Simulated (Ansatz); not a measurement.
Molecule (SMILES): Br (HBr).
Atoms: Br1, H2. Bonds: Br1-H2.

Basis-set convergence of the highest harmonic wavenumber at MP2 with Ansatz (a quantum-chemistry and plane-wave program). Each level at its own minimum, finite differences of forces, unscaled; the reference is a large set that could be run, not a limit. All functions are spherical. Cores are frozen (with 3d on Ga to Br). No added dispersion term, no relativity. Reference: the value in def2-QZVPPD, 2722 cm⁻¹, itself unsure by roughly 5 cm⁻¹ (its mean distance from pcseg-3, def2-QZVPP, cc-pVQZ). Deviations are taken from unrounded values.

| basis | functions | highest harmonic wavenumber (cm⁻¹) | minus reference (cm⁻¹) |
|---|---|---|---|
| pcseg-0 | 24 | 2358 | -364 |
| cc-pVDZ | 32 | 2745 | 23 |
| pcseg-1 | 32 | 2716 | -6 |
| aug-cc-pVDZ | 45 | 2714 | -7 |
| cc-pVTZ | 57 | 2725 | 3 |
| pcseg-2 | 57 | 2720 | -2 |
| aug-cc-pVTZ | 82 | 2721 | 0 |
| cc-pVQZ | 98 | 2723 | 1 |
| pcseg-3 | 101 | 2709 | -12 |

The smallest set listed that lies within 50 cm⁻¹ of the reference with all its larger relatives (same family, alike in diffuse functions; a set with none counts only in the reference's own line) is cc-pVDZ (32 functions, 23 cm⁻¹ off), level with pcseg-1.
